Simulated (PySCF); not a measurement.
**Sr¹⁹⁺: fine-structure interval**

Sr¹⁹⁺ [Ar] 3d1 [3d3/2^1, M_J = 3/2] → Sr¹⁹⁺ [Ar] 3d1 [3d5/2^1, M_J = 5/2], as a difference of total energies. Calculation: PySCF 2.14, in an even-tempered Gaussian basis (16 s from 2.1 bohr⁻², ratio 2.8; 12 p from 2.7 bohr⁻², ratio 2.8; 8 d from 2.7 bohr⁻², ratio 2.8; 4 f from 8 bohr⁻², ratio 3); the two-component X2C-1e Hamiltonian. Correlated levels: [Ne] frozen; the 74 highest virtual spinors dropped. "Screened" scales the spin-orbit matrix elements by Boettger's factors to mimic the two-electron term; Breit and QED terms are absent.

```json
{"method": "GHF (screened spin-orbit)", "fine-structure interval (cm⁻¹)": "21632"}
{"method": "GMP2 (screened spin-orbit)", "fine-structure interval (cm⁻¹)": "21433"}
{"method": "GHF (bare spin-orbit)", "fine-structure interval (cm⁻¹)": "29343"}
```
